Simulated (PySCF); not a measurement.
NICS in one family of compounds.

NICS = −σ at a ghost point: NICS(0) at the centroid of the ring atoms, NICS(1) 1 Å to either side along the normal of their mean plane, zz for the tensor component along that normal. Level: GIAO PBE0/pcSseg-1 (PySCF, non-relativistic, gas phase) on the GFN2-xTB geometries, one conformer each. Atom numbers follow the mapped SMILES.

Question: Order these rings by mean NICS(1)zz, lowest (most negative) first (ppm).
A. ring C3–C4–C5–N9–N10 in `[CH2:1]=[CH:2][c:3]1[cH:4][c:5]([S:6][CH2:7][SiH3:8])[n:9][nH:10]1`
B. ring C3–N4–N5–C6–C9 in `[CH2:1]=[CH:2][c:3]1[nH:4][n:5][c:6]([S:7][SiH3:8])[c:9]1[NH2:10]`
C. ring C3–N4–C5–N8–N9 in `[CH2:1]=[CH:2][c:3]1[n:4][c:5]([S:6][SiH3:7])[n:8][nH:9]1`

Answer: C (-26.3), A (-25.2), B (-22.6).

| SMILES | ring | NICS(0) | NICS(1) | NICS(1)zz | HOMA | rms pucker (Å) | ring atoms with four or more neighbours |
| --- | --- | --- | --- | --- | --- | --- | --- |
| C=Cc1nc(S[SiH3])n[nH]1 | 5-membered ring with 3 N; formal bonds all aromatic | -11.4 | -10.5 | -26.3 | 0.95 | 0.00 | 0 |
| C=Cc1cc(SC[SiH3])n[nH]1 | 5-membered ring with 2 N; formal bonds all aromatic | -11.0 | -10.3 | -25.2 | 0.96 | 0.00 | 0 |
| C=Cc1[nH]nc(S[SiH3])c1N | 5-membered ring with 2 N; formal bonds all aromatic | -11.7 | -9.9 | -22.6 | 0.93 | 0.00 | 0 |

NICS(0) gives another order. The isotropic NICS(1) gives the same order. HOMA uses Krygowski's 1993 parameters. NICS(1) and NICS(1)zz are means over the two faces.
